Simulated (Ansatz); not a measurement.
Total energies of C3H7AlO2, SMILES `O/C=C(/O)[CH2][AlH2]`.

```xyz
13

O     1.125    1.068   -1.330
C    -0.102    1.066   -0.696
C    -0.695   -0.156   -0.467
O    -2.013   -0.137   -0.189
C     0.100   -1.338   -0.182
Al    0.629   -0.034    1.294
H     1.719    1.673   -0.878
H    -0.715    1.960   -0.757
H    -2.255   -0.959    0.248
H     0.953   -1.467   -0.842
H    -0.463   -2.253   -0.026
H    -0.388    0.030    2.510
H     2.104    0.548    1.316
```

The species carries charge 0 and has multiplicity 1. Geometry: relaxed with PBE0-D4/def2-TZVP. It is one conformer, not always the lowest. Basis def2-TZVPP, the Gaussian-basis code of Ansatz.

RPA on PBE orbitals: Hartree–Fock energy of these orbitals -509.31519 Eh, correlation -1.70992 Eh (frozen core).

```csv
functional,kind,energy without D4 (Eh),D4 term (kJ/mol)
LDA (SPW92),LDA,-508.26647,–
r2SCAN,meta-GGA,-511.31587,-7.0
B97M-V,meta-GGA with VV10,-511.39219,–
PBE0,"global hybrid, 25 % exact exchange",-511.06724,-23.8
B3LYP,"global hybrid, 20 %",-511.51020,-45.6
r2SCAN0,"meta-GGA hybrid, 25 %",-511.27372,-8.1
CAM-B3LYP,range-separated hybrid,-511.37225,-24.1
ωB97X-V,range-separated hybrid GGA with VV10,-511.35940,–
ωB97M-V,range-separated hybrid meta-GGA with VV10,-511.36643,–
B2PLYP,double hybrid,-511.15825,–
```

Task: Give the same for PBE, revPBE, BLYP, r2SCANh, HSE06 (plane-wave form), BHLYP, LC-ωPBE, PBE-QIDH. (An estimate is asked.)

Result: Ansatz gave: 
| functional | kind | energy without D4 (Eh) | D4 term (kJ/mol) |
| --- | --- | --- | --- |
| PBE | GGA | -511.03254 | -28.3 |
| revPBE | GGA | -511.34734 | -88.8 |
| BLYP | GGA | -511.40104 | -62.8 |
| r2SCANh | meta-GGA hybrid, 10 % | -511.29842 | -7.4 |
| HSE06 (plane-wave form) | screened hybrid | -511.04762 | -22.1 |
| BHLYP | global hybrid, 50 % | -511.32985 | -34.0 |
| LC-ωPBE | long-range corrected hybrid | -511.23454 | – |
| PBE-QIDH | double hybrid | -510.93797 | – |

B3LYP takes the VWN-RPA correlation (the form of Gaussian; ORCA's B3LYP/G). HSE06 is the plane-wave form, built on full-range PBE exchange. The double hybrids freeze the cores in their second-order part.

LC-ωPBE has ω = 0.4 bohr⁻¹.
